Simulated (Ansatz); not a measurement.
The cluster Cu₂Au (the lowest doublet isomer of a short search). Total charge 0; doublet. Geometry PBE0-D4/def2-TZVP, basis def2-TZVP, Ansatz.

```xyz
3

Au    0.9490   -1.0659    0.4678
Cu    0.0337    1.3002    0.4832
Cu   -0.9827   -0.2343   -0.9510
```

```json
{"run": "A", "HOMO (eV)": "-4.08", "LUMO (eV)": "-3.69"}
{"run": "B", "HOMO (eV)": "-4.35", "LUMO (eV)": "-3.35"}
{"run": "C", "HOMO (eV)": "-4.53", "LUMO (eV)": "-3.01"}
{"run": "D", "HOMO (eV)": "-4.18", "LUMO (eV)": "-3.63"}
{"run": "E", "HOMO (eV)": "-4.09", "LUMO (eV)": "-3.49"}
{"run": "F", "HOMO (eV)": "-4.80", "LUMO (eV)": "-2.53"}
```

In the def2 sets Au takes a core potential; there is no spin–orbit coupling. The structure comes from a short search, and lower isomers may exist.

HOMO and LUMO are taken over both spins.

Question: The runs used BLYP, PBE, r2SCAN, r2SCAN0, r2SCANh, revPBE. Estimate which is which.

Answer: A BLYP (0 % exact exchange); B r2SCAN (0 % exact exchange); C r2SCANh (10 % exact exchange); D PBE (0 % exact exchange); E revPBE (0 % exact exchange); F r2SCAN0 (25 % exact exchange). Exact exchange lowers occupied and raises empty levels; among semilocal functionals meta-GGAs tend to open the gap a little, and such runs are hard to tell apart. The gap grows from 0.40 eV (BLYP) to 2.28 eV (r2SCAN0).
